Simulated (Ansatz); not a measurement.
Pulling on the Ge1–H3 bond in ClGeH3 (SMILES [Cl][GeH3]) (multiplicity 1 held, fragments rigid). Energies count from the point at 1.533 Å.
Geometry at that point (charge 0, multiplicity 1):
```xyz
5

Ge    -0.68437     0.03164     0.00356
Cl     1.48817    -0.06879    -0.00774
H     -1.06959     1.46669    -0.37373
H     -1.14315    -0.32667     1.42175
H     -1.18623    -0.98290    -1.03035
```

Restricted levels (R-, RO-) in cc, def2 and unpolarised 6-31G sets keep to the state of the molecule at rest. Unrestricted levels (U-) break spin symmetry where that is lower. Active spaces are followed from a long bond inwards. Levels need not reach the same state.

Frozen-core correlation. Filled d and f shells under p-block atoms count as core.

Codes used: Ansatz (Gaussian orbitals). Each number belongs to the level named beside it.

Energies in kJ/mol.

| R (Å) | U-PBE/def2-TZVPP | R-B3LYP/def2-TZVPP | U-CCSD/def2-TZVPP | R-CCSD(T)/def2-TZVPP | FIC-MRCISD+Q on CASSCF(2,2)/def2-TZVPP |
|---|---|---|---|---|---|
| 1.226 | 128 | 124 | 132 | 133 | 132 |
| 1.380 | 26 | 24 | 26 | 27 | 26 |
| 1.533 | 0 | 0 | 0 | 0 | 0 |
| 1.686 | 13 | 16 | 15 | 15 | 15 |
| 1.840 | 46 | 51 | 52 | 50 | 51 |
| 2.070 | 109 | 118 | 120 | 118 | 118 |
| 2.300 | 173 | 186 | 192 | 185 | 185 |
| 2.683 | 267 | 286 | 289 | 274 | 273 |
| 3.066 | 321 | 362 | 342 | 326 | 326 |
| 3.526 | 341 | 426 | 361 | 347 | 354 |
| 4.139 | 347 | 479 | 365 | 342 | 365 |
| 4.906 | 348 | 513 | 366 | 328 | 368 |

Doubts at one or more of the structures used: a spin-contaminated determinant (U-PBE/def2-TZVPP, U-CCSD/def2-TZVPP); a restricted determinant that unrestricted orbitals would lower (R-B3LYP/def2-TZVPP, R-CCSD(T)/def2-TZVPP); T1 above 0.05 (U-CCSD/def2-TZVPP, R-CCSD(T)/def2-TZVPP); other coupled-cluster roots lie near (R-CCSD(T)/def2-TZVPP).

Ansatz is a quantum-chemistry and plane-wave program.
